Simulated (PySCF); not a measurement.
Computed shifts of a molecule C3H7ClSi, PBE0/pcSseg-1 in PySCF, GIAO, gas phase, atoms alike by connectivity averaged where their shifts nearly agree, in ppm (number of nuclei): ¹³C: 162.6 (1), 133.5 (1), 27.7 (1). ²⁹Si: -9.6 (1). ¹H: 6.85 (1), 6.30 (1), 5.57 (1), 5.29 (1), 2.27 (3). References: ¹³C against TMS (σ = 186.3 ppm); ²⁹Si against TMS (σ = 352.7 ppm); ³⁵Cl against HCl (σ = 945.9 ppm); ¹H against TMS (σ = 31.56 ppm), references at their B3LYP-D3(BJ)/def2-TZVP geometries, non-relativistic (without spin–orbit terms, shifts of atoms bonded to Cl or Br come out too high). Coordinates come from a PBE0-D3(BJ)/def2-SVP optimisation. Other conformers were not sampled.

**Question.** Pick the molecule that these values belong to.
A) Cl[SiH]1CCC1
B) ClC1C[SiH2]C1
C) C/C=C/[SiH2]Cl
D) C=CC[SiH2]Cl

**Answer.** C, C/C=C/[SiH2]Cl
